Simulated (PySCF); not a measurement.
Be(OH)(OSiH3) (BeH4O2Si), SMILES [OH][Be][O][SiH3].

Geometry optimised at B3LYP-D3(BJ)/def2-SVP. A frequency run showed that this geometry is not a minimum. One conformer was computed; it need not be the lowest.

All values below come from C-PCM-M06-2X/def2-SVP run with PySCF 2.14.0.

The values are the electrostatic part of the solvation free energy, E(continuum) − E(gas) at the gas-phase geometry, in a cavity of scaled van der Waals radii (PySCF's table); cavitation and dispersion terms are not included. A continuum can't describe solvent molecules that bind to the metal. In vacuum the orbital gap is 10.41 eV. The dipole moment in vacuum is 1.62 D.

Q: Estimate the values in water (ε = 78.36), acetone (ε = 20.49), ethylethanoate (ε = 5.99). (An estimate is asked for; the answer gives what the named calculation found.)

A: 
| solvent | ε | ΔG(elec) (kcal/mol) | dipole (D) | gap (eV) |
|---|---|---|---|---|
| water | 78.36 | -3.9 | 1.85 | 10.55 |
| acetone | 20.49 | -3.7 | 1.84 | 10.55 |
| ethylethanoate | 5.99 | -3.3 | 1.81 | 10.53 |
